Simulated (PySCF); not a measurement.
# A small calculation by hand: chemical shift, span and skew from a shielding tensor

Al(F)(Et)(NH2) (C2H7AlFN), SMILES [CH2](C)[Al]([F])[NH2]. Atoms are numbered in the order given.

```xyz
12

Al    -0.0745     0.5604     0.0000
F     -1.0622     1.9111     0.0000
C     -0.8438    -1.2334     0.0000
C      0.1801    -2.3806     0.0000
H     -1.5154    -1.3163    -0.8747
H     -1.5154    -1.3163     0.8747
H      0.8361    -2.3432     0.8859
H      0.8361    -2.3432    -0.8859
H     -0.3042    -3.3719     0.0000
N      1.6691     0.8559     0.0000
H      2.1113     1.7702     0.0000
H      2.3776     0.1285     0.0000
```
Charge 0, spin multiplicity 1.

Geometry: B3LYP-D3(BJ)/def2-SVP. The structure was generated by enumeration; whether it is a known compound was not checked. Other conformers were not sampled.

GIAO shieldings from HF/pcSseg-1 (PySCF), non-relativistic, no solvent. The symmetric part of the tensor of F2 has the principal values 322.9, 380.4, 450.2 ppm. The same nucleus in CFCl3 has σ = 238.5 ppm at this level (PySCF, at its B3LYP-D3(BJ)/def2-TZVP geometry).

Task: Work out the isotropic shielding, the ¹⁹F shift against CFCl3, the span and the skew.

Result: 
σ(iso) = (σ11 + σ22 + σ33)/3 = 384.5 ppm. δ = σ(ref) − σ(iso) = 238.5 − (384.5) = -146.0 ppm.
Span Ω = σ33 − σ11 = 127.3 ppm. Skew κ = 3(σ(iso) − σ22)/Ω = 0.10. Tumbling in solution averages the tensor to δ; in a static solid the shielding alone would spread this spin-1/2 line over Ω.
